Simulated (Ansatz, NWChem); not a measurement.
## Worked example: vertical ionisation energy of CBr2Cl2 (dibromodichloromethane)

CBr2Cl2 has 5 atoms, charge 0, and is taken as a singlet. As SMILES, `ClC(Cl)(Br)Br`. Geometry: relaxed at PBE0-D4/def2-TZVP.

Both states at this one shape; open shells run unrestricted unless said. 1 Eh = 27.2114 eV.

| level | program | singlet CBr2Cl2 (Eh) | doublet [CBr2Cl2]+ (Eh) |
| --- | --- | --- | --- |
| SVWN5/STO-3G | NWChem | -6029.095422 | -6028.785696 |
| PBE/6-31G* (spherical functions) | Ansatz | -6104.936839 | -6104.571276 |
| B3LYP/6-31G* (Cartesian functions) | Ansatz | -6106.221987 | -6105.841765 |
| CAM-B3LYP/6-31G* (spherical functions) | Ansatz | -6106.372047 | -6105.978142 |

Q: Work out the vertical ionisation energy at each level.

A: 
1. SVWN5/STO-3G: -6028.785696 − (-6029.095422) = 0.309726 Eh = 8.43 eV.
2. PBE/6-31G* (spherical functions): -6104.571276 − (-6104.936839) = 0.365563 Eh = 9.95 eV.
3. B3LYP/6-31G* (Cartesian functions): -6105.841765 − (-6106.221987) = 0.380222 Eh = 10.35 eV.
4. CAM-B3LYP/6-31G* (spherical functions): -6105.978142 − (-6106.372047) = 0.393905 Eh = 10.72 eV.

No measured value is set beside it here; the levels span 8.43 to 10.72 eV. Spin-orbit coupling, which splits open shells on such heavy atoms by tenths of an eV, is left out. Minimal sets are far from the basis-set limit. All-electron rows are non-relativistic unless named.
